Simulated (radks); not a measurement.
Task: These are the eigenvalues of the occupied orbitals of an atom or ion with whole-number occupations (hartree). Calculated with a radial shooting solver on a logarithmic mesh with Libxc functionals: Dirac Kohn-Sham, PBEsol, spin-unpolarised, spherical densities, finite nucleus; Fermi nuclear charge, rms radius of each element as measured or else 0.836 A^(1/3) + 0.57 fm.

| orbital | eigenvalue |
|---|---|
| 1s1/2 | -1161.565 |
| 2s1/2 | -178.6782 |
| 2p1/2 | -167.4831 |
| 2p3/2 | -157.4036 |
| 3s1/2 | -36.11392 |
| 3p1/2 | -31.50831 |
| 3p3/2 | -29.62987 |
| 3d3/2 | -21.49578 |
| 3d5/2 | -21.10280 |
| 4s1/2 | -6.72709 |
| 4p1/2 | -5.14335 |
| 4p3/2 | -4.78511 |
| 4d3/2 | -2.25693 |
| 4d5/2 | -2.20268 |
| 5s1/2 | -1.19602 |
| 5p1/2 | -0.84145 |

Which element is it, and in what charge state? The configuration may be excited. Open shells, if any, fill j = l - 1/2 first.

Result: Z = 52, tellurium, charge +2: Te2+ in [Kr] 4d10 5s2 5p2. The list shows which subshells hold electrons but not how many an open one holds; the 1s level, -1161.6 hartree, gives Z - s = 48.2 by -(Z - s)^2/2, which with screening and relativity narrows Z to a few neighbours, and the depths of the outer levels then fix element, charge and occupations together.
